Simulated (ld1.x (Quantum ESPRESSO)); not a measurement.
## Ranking TM potentials for arsenic (As)

All share these settings but for the change named:

```
Element                 : As
Generator               : ld1.x (Quantum ESPRESSO) 7.5
Type                    : norm-conserving Troullier–Martins (Kleinman–Bylander form)
Functional              : Wu–Cohen
Relativity              : scalar-relativistic
Frozen core             : [Ar]
Valence charge          : 15
Reference configuration : 3d10 4s2 4p2 (charge +1)
Partial waves           : 4s (bound): rc 1.45 bohr; 4p (bound): rc 1.65 bohr; 3d (bound): rc 0.95 bohr
Local potential         : all-electron potential smoothed inside 1.45 bohr (lloc = -1)
Core correction         : none
```

Cutoff: the first of the cutoffs (Ry, on a coarse ladder) from which the occupation-weighted sum of valence levels, in a spherical-Bessel basis at the reference potential, stays within 10 and 1 mRy of its value at 400 Ry; the density cutoff is not measured.

The base gives 300 Ry.

Of 8 variants that were run, those that failed, showed a ghost or another fault, or gave nearly equal values are left out.

Question: Rank these variants from softest to hardest (loose cutoff).
A. all radii scaled by about 1.30 (s 1.88, p 2.14, d 1.24 bohr); local potential all-electron potential smoothed inside 1.88 bohr (lloc = -1)
B. all radii scaled by about 1.14 (s 1.66, p 1.88, d 1.08 bohr); local potential all-electron potential smoothed inside 1.66 bohr (lloc = -1)
C. all radii scaled by about 1.09 (s 1.58, p 1.80, d 1.04 bohr); local potential all-electron potential smoothed inside 1.58 bohr (lloc = -1)

Answer: A (200 Ry), B (230 Ry), C (260 Ry).
